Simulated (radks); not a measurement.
Task: Radial electron density D(r) = 4 pi r^2 rho(r) of an atom or ion with 19 electrons. Method: non-relativistic Kohn-Sham, TPSS, spin-polarised, spherical densities, point nucleus; meta-GGA in the generalised Kohn-Sham scheme; computed with a radial shooting solver on a logarithmic mesh with Libxc functionals.

r (bohr)  D(r) (e/bohr)   spin D(r)
0.001487          1.764  -0.0000209
0.001663          2.171  -0.0000257
0.00186           2.666  -0.0000315
0.002081          3.267  -0.0000386
0.002309          3.937  -0.0000465
0.002582          4.801  -0.0000567
0.002888          5.836  -0.0000689
0.00323           7.070  -0.0000834
0.003613          8.533   -0.000101
0.004009          10.12   -0.000119
0.004485          12.11   -0.000142
0.005016          14.42   -0.000169
0.00561           17.06   -0.000200
0.006225          19.83   -0.000231
0.006963          23.15   -0.000269
0.007788          26.81   -0.000309
0.008711          30.78   -0.000352
0.009744          34.97   -0.000395
0.01081           38.99   -0.000432
0.01209           43.33   -0.000466
0.01353           47.50   -0.000487
0.01513           51.31   -0.000484
0.01679           54.34   -0.000445
0.01878           56.87   -0.000336
0.021             58.45   -0.000111
0.02349           59.00    0.000312
0.02628           58.52     0.00108
0.02916           57.28     0.00230
0.03261           55.41     0.00456
0.03648           53.43     0.00846
0.0408            51.93      0.0151
0.04527           51.46      0.0253
0.05063           52.41      0.0431
0.05664           55.05      0.0719
0.06335           59.19       0.117
0.07085           64.14       0.188
0.07862           68.50       0.284
0.08794           71.65       0.433
0.09836           71.99       0.642
0.11              68.75       0.919
0.1221            62.60        1.24
0.1365            53.55        1.67
0.1527            43.79        2.15
0.1708            35.49        2.66
0.1911            30.40        3.13
0.212             29.11        3.48
0.2371            30.66        3.69
0.2652            33.29        3.65
0.2967            34.65        3.36
0.3292            33.27        2.89
0.3682            28.69        2.25
0.4118            21.92        1.59
0.4606            14.64        1.00
0.5152            8.454       0.561
0.5717            4.415       0.289
0.6395            1.866       0.122
0.7153           0.6555      0.0440
0.8              0.1875      0.0131
0.8877          0.04784     0.00355
0.9929         0.008628    0.000694
1.111          0.001179    0.000105

What is the nuclear charge?

Result: Z = 47. The innermost maximum, from 1s, lies near 1/Z = 0.0213 bohr (found: 0.0235), and its height grows with Z. The density is that of the silver ion Ag28+ in [Ar] 3d1; the configuration itself is not fixed sharply by these data, and Z only to a few units. D(r) has 3 maxima, at r = 0.0235, 0.0945, 0.297 bohr, and minima at 0.0449, 0.210 bohr, inside which lie 2.03, 10.60 electrons.
